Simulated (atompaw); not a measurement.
An all-electron radial function and its pseudo partner (selenium)

Columns: radius, all-electron u(r) and pseudo u(r) of the 4s shell (level -19.74 eV) of selenium in the configuration [Ar] 3d10 4s2 4p3.75; LDA (PW92), scalar-relativistic, PAW (atompaw) scheme, atompaw 4.2.0.5.

| r (bohr) | all-electron | pseudo |
| --- | --- | --- |
| 0.058 | 0.0083 | 0.0325 |
| 0.115 | 0.2427 | 0.0648 |
| 0.173 | 0.1975 | 0.0981 |
| 0.231 | 0.0041 | 0.1323 |
| 0.288 | -0.1945 | 0.1669 |
| 0.346 | -0.3381 | 0.2032 |
| 0.404 | -0.4047 | 0.2408 |
| 0.462 | -0.4015 | 0.2797 |
| 0.519 | -0.3465 | 0.3191 |
| 0.577 | -0.2546 | 0.3603 |
| 0.635 | -0.1415 | 0.4024 |
| 0.692 | -0.0208 | 0.4442 |
| 0.750 | 0.1033 | 0.4871 |
| 0.808 | 0.2229 | 0.5298 |
| 0.865 | 0.3323 | 0.5710 |
| 0.923 | 0.4331 | 0.6118 |
| 0.981 | 0.5220 | 0.6509 |
| 1.038 | 0.5976 | 0.6871 |
| 1.096 | 0.6625 | 0.7212 |
| 1.154 | 0.7160 | 0.7519 |
| 1.212 | 0.7586 | 0.7787 |
| 1.269 | 0.7909 | 0.8009 |
| 1.327 | 0.8148 | 0.8189 |
| 1.385 | 0.8307 | 0.8319 |
| 1.442 | 0.8394 | 0.8396 |
| 1.500 | 0.8421 | 0.8421 |

How many radial nodes do the two functions have?

The all-electron 4s function has n − l − 1 = 3 (the table is too coarse to show those close to the nucleus); the pseudo-wave has 0, since the states of the same l below it are removed with the core.

Is the pseudo-wave norm-conserving?

No, it belongs to a PAW set: the norm inside the radius is not constrained, and the difference is carried by the augmentation charge.
